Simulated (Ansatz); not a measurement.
`OC(c1ccc[se]1)(C(F)(F)F)C(F)(F)F` from Hartree–Fock to CCSD(T)

Cartesian coordinates in Å:
```
O -0.5761 1.3096 1.4341
C 0.3501 0.4498 0.8430
C -0.1706 -0.1290 -0.4462
C -1.4947 -0.1803 -0.7623
C -1.8001 -0.8000 -2.0005
C -0.7203 -1.2616 -2.6801
Se 0.8556 -0.9347 -1.7771
C 1.6575 1.2544 0.6189
F 2.1179 1.7826 1.7432
F 1.3946 2.2622 -0.2227
F 2.6322 0.5189 0.0814
C 0.5537 -0.6785 1.8894
F 1.4856 -1.5407 1.4814
F -0.5825 -1.3463 2.0578
F 0.9240 -0.2022 3.0721
H -0.8499 1.9523 0.7706
H -2.2555 0.2040 -0.0947
H -2.8126 -0.8997 -2.3707
H -0.7088 -1.7608 -3.6375
```

Charge 0, multiplicity 1. Correlated methods include outer-core shells of Se, which these sets cover unevenly. Scalar relativity is left out up to krypton. The structure was optimised at the PBE0-D4/def2-TZVP level. It is one conformer, not always the lowest. Frozen core, restricted reference, Ansatz.

```csv
basis,HF (Eh),MP2 corr.,CCSD corr.,(T),CCSD(T) total
def2-SVP,-3337.69060,-2.43335,-2.47260,-0.07315,-3340.23635
def2-TZVPP,-3339.12399,-3.10157,-3.11109,-0.12620,-3342.36128
def2-QZVPP,-3339.21048,-3.63830,–,–,–
```
